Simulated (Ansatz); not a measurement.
Total energies of GeO₃H₂ from Ansatz at PBE-D4/def2-TZVPD, gas phase (1 Eh = 27.2114 eV = 2625.5 kJ/mol). The reference geometry is relaxed at PBE-D4/def2-SVP.

```xyz
6

Ge   -0.350   -0.005    0.293
O    -0.175   -0.978   -1.175
O     1.131    0.480    1.196
O     0.403    1.630    0.347
H     0.671   -0.770   -1.620
H    -1.681   -0.357    0.959
```

```tsv
state	geometry	energy (Eh)
charge 0 singlet	reference	-2303.37317
charge -1 doublet	reference	-2303.37518
free Ge atom (triplet)	–	-2076.60198
free O atom (triplet)	–	-75.01069
free H atom (doublet)	–	-0.49962
```

(1) Work out the vertical electron affinity, to the doublet.

(2) What is the binding energy per atom against free atoms?

(1) E(charge 0 singlet) − E(charge -1 doublet) = -2303.37317 − (-2303.37518) = 0.00201 Eh = 0.05 eV; so near zero that its sign isn't settled.

(2) Atoms: 1 × (-2076.60198) + 3 × (-75.01069) + 2 × (-0.49962) = -2302.63329 Eh. Binding: -2302.63329 − (-2303.37317) = 0.73988 Eh = 20.13 eV, or 3.36 eV for each of 6 atoms (no zero-point energy, no counterpoise term).

The restricted singlet is unstable towards broken spin symmetry in Hartree–Fock (as tested in another run); at PBE-D4/def2-TZVPD this wasn't settled. At PBE-D4/def2-TZVPD the highest occupied level of the charge -1 doublet lies above zero (up to 2.46 eV). Energy differences disagree on whether the electron is bound (positive means bound): 0.05 eV (vertical, to the charge 0 singlet, at PBE-D4/def2-TZVPD), but -0.11 eV at PBE0-D4/def2-TZVPD. 

The structure comes from a short search, and lower isomers may exist.
